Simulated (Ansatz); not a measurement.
Input file for `OB(O[SiH3])O[SiH3]`:

```yaml
crystal:
  periodic: [false, false, false]
  atoms:
    - {symbol: O, position_ang: [1.514106, 0.023714, 2.277162]}
    - {symbol: B, position_ang: [0.771949, 0.000885, 1.137052]}
    - {symbol: O, position_ang: [1.045882, 0.944210, 0.198252]}
    - {symbol: Si, position_ang: [0.419584, 1.694275, -1.114314]}
    - {symbol: O, position_ang: [-0.197517, -0.956756, 0.986993]}
    - {symbol: Si, position_ang: [-1.164257, -1.557433, -0.197975]}
    - {symbol: H, position_ang: [1.267943, -0.684598, 2.875634]}
    - {symbol: H, position_ang: [1.046946, 1.155030, -2.345484]}
    - {symbol: H, position_ang: [-1.052264, 1.484320, -1.178297]}
    - {symbol: H, position_ang: [0.703881, 3.144114, -0.999332]}
    - {symbol: H, position_ang: [-1.271859, -3.021113, 0.010895]}
    - {symbol: H, position_ang: [-0.574655, -1.288183, -1.536264]}
    - {symbol: H, position_ang: [-2.509758, -0.938454, -0.114322]}
basis:
  gaussian: {orbitals: def2-TZVPP}
correlation: {method: ccsd_t}
```

```sh
$ ansatz run in.yaml --threads 2 --pin off --events-out ev --progress --plain --max-ram 22528MiB --backend cuda --devices 0, --max-vram 18GiB
```

Log, shortened:

```
Functional definition: HF
1825 factors; integrals over basis functions are off by at most 9.2e-4 eV
mean field evaluation 1: about -22622.9475 eV, gradient 5.5e1 eV
mean field evaluation 2: about -22623.2815 eV, gradient 5.5e1 eV
mean field evaluation 4: about -22629.0702 eV, gradient 4.0e0 eV
mean field evaluation 8: about -22629.1437 eV, gradient 2.8e-1 eV
mean field -22629.14394586 eV, -831.6057014256 hartree, gradient 2.3e-6 eV, S^2 0.000000; 0 other end points of the search recorded, 0 dependent functions left out
14 core orbitals not correlated: weight in the atoms' cores, before any rotation towards them, 1.000 or more for the frozen orbitals, at most 0.000 for the correlated occupied ones
reference -22629.14394586 eV, -831.6057014256 hartree; 18, 18 occupied and 274, 274 virtual orbitals, 1825 factors
second order -28.45639638 eV of doubles, -0.00000000 eV of singles
cycle   1  -28.87032947 eV  change   -4.1e-1 eV  update   1.2e-1
cycle   2  -29.59997732 eV  change   -7.3e-1 eV  update   3.4e-2
cycle   3  -29.75869166 eV  change   -1.6e-1 eV  update   1.7e-2
cycle   4  -29.73708211 eV  change    2.2e-2 eV  update   3.5e-3
cycle   5  -29.73648267 eV  change    6.0e-4 eV  update   1.5e-3
cycle   6  -29.73729033 eV  change   -8.1e-4 eV  update   4.0e-4
cycle   7  -29.73701417 eV  change    2.8e-4 eV  update   1.3e-4
cycle   8  -29.73695035 eV  change    6.4e-5 eV  update   3.9e-5
cycle   9  -29.73696128 eV  change   -1.1e-5 eV  update   1.6e-5
perturbative correction -1.02834521 eV, -0.0377909894 hartree
Total energy: -22659.90925235 eV, -832.7363055858 hartree
```

It took 9.5 s on 2 threads of an AMD EPYC 7R13 on a shared host and a share of an NVIDIA H100 80 GB, with 0.86 GiB of host memory at the peak.

The correlation energy is -30.765 eV, 3.3 % of it from (T); the T1 diagnostic reads 0.0121.
